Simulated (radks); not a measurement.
Question: Er50+, configuration [Ar]. Method: non-relativistic Kohn-Sham, LB94 model potential, spin-polarised, spherical densities, point nucleus; relativity is left out, which matters for an element this heavy; computed with a radial shooting solver on a logarithmic mesh with Libxc functionals. Some entries of the table are withheld. Estimate them.

| orbital | occ. | eigenvalue (eV) | r(max) (bohr) |
|---|---|---|---|
| 1s | 2 | -56964.14 | 0.01478 |
| 2s | 2 | (1) | 0.08040 |
| 2p | 6 | (2) | 0.06252 |
| 3s | 2 | (3) | 0.2129 |
| 3p | 6 | -4575.574 | 0.1996 |
| 3d | 0 | (4) | 0.1541 |
| 4s | 0 | (5) | 0.4205 |

Answer: 
(1) 2s eigenvalue (eV): -11939.01
(2) 2p eigenvalue (eV): -11581.98
(3) 3s eigenvalue (eV): -4715.440
(4) 3d eigenvalue (eV): -4360.227
(5) 4s eigenvalue (eV): -2520.209
